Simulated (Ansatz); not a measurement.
`[OH][Hf]([F])([F])[F]` + `CB[SiH2]N` → `[NH2][Hf]([F])([F])[F]` + `CB[SiH2]O`  (redistribution)

Computed with Ansatz on PBE0-D4/def2-TZVP structures; ΔE is electronic, products minus reactants. CCSD(T)/CBS adds triple-zeta CCSD(T) − MP2 to the extrapolated MP2 energy (def2 sets, frozen cores). Functionals use def2-TZVPP. B3LYP here is the variant with VWN-RPA as its local correlation; programs differ in this. HSE06 is defined as in plane-wave codes. Elements past krypton have def2 core potentials. For Hf outer-core shells are correlated without core-valence functions, which leaves a few kJ/mol of doubt a bond. One conformer a species, not always the lowest.

| level | ΔE (kJ/mol) | difference from CCSD(T)/CBS |
| --- | --- | --- |
| LDA (SPW92) | 30.2 | 1.1 |
| PBE-D4 | 27.7 | -1.4 |
| revPBE-D4 | 28.6 | -0.5 |
| BLYP-D4 | 27.4 | -1.7 |
| r2SCAN-D4 | 28.3 | -0.8 |
| B97M-V | 29.2 | 0.1 |
| PBE0-D4 | 29.1 | 0.0 |
| B3LYP-D4 | 28.4 | -0.7 |
| r2SCANh-D4 | 28.6 | -0.5 |
| r2SCAN0-D4 | 29.1 | 0.0 |
| CAM-B3LYP-D4 | 31.0 | 1.9 |
| ωB97X-V | 30.9 | 1.8 |
| ωB97M-V | 29.9 | 0.8 |
| PBE | 27.4 | -1.7 |
| revPBE | 26.5 | -2.6 |
| BLYP | 26.4 | -2.7 |
| r2SCAN | 28.2 | -0.9 |
| PBE0 | 28.9 | -0.2 |
| B3LYP | 27.8 | -1.3 |
| r2SCANh | 28.5 | -0.6 |
| r2SCAN0 | 29.1 | 0.0 |
| HSE06 | 28.7 | -0.4 |
| BHLYP | 29.4 | 0.3 |
| LC-ωPBE | 34.7 | 5.6 |
| RPA@PBE/def2-TZVPP | 24.7 | -4.4 |
| HF/def2-SVP | 41.2 | 12.1 |
| MP2/def2-SVP | 42.2 | 13.1 |
| CCSD/def2-SVP | 41.2 | 12.1 |
| CCSD(T)/def2-SVP | 40.7 | 11.6 |
| HF/def2-TZVPP | 30.1 | 1.0 |
| MP2/def2-TZVPP | 29.4 | 0.3 |
| SCS-MP2/def2-TZVPP | 28.8 | -0.3 |
| CCSD/def2-TZVPP | 28.1 | -1.0 |
| CCSD(T)/def2-TZVPP | 27.8 | -1.3 |
| HF/def2-QZVPP | 30.3 | 1.2 |
| MP2/def2-QZVPP | 30.2 | 1.1 |
| SCS-MP2/def2-QZVPP | 29.5 | 0.4 |
| HF/CBS(def2) | 30.3 | 1.2 |
| MP2/CBS(def2) | 30.6 | 1.5 |
| CCSD/CBS(def2) | 29.4 | 0.3 |
| CCSD(T)/CBS | 29.1 | 0 |

Largest T1 diagnostic among the species: 0.016.

Leaving LDA and LC-ωPBE aside and taking each functional with its dispersion term where it has one, the values spread over 3.6 kJ/mol, from BLYP-D4 to CAM-B3LYP-D4. At CCSD(T), def2-SVP lies +11.6 kJ/mol from the extrapolated value and def2-TZVPP −1.3 kJ/mol. From BLYP to BHLYP (50 % exact exchange), in def2-TZVPP and without D4, ΔE moves by +3.0 kJ/mol.
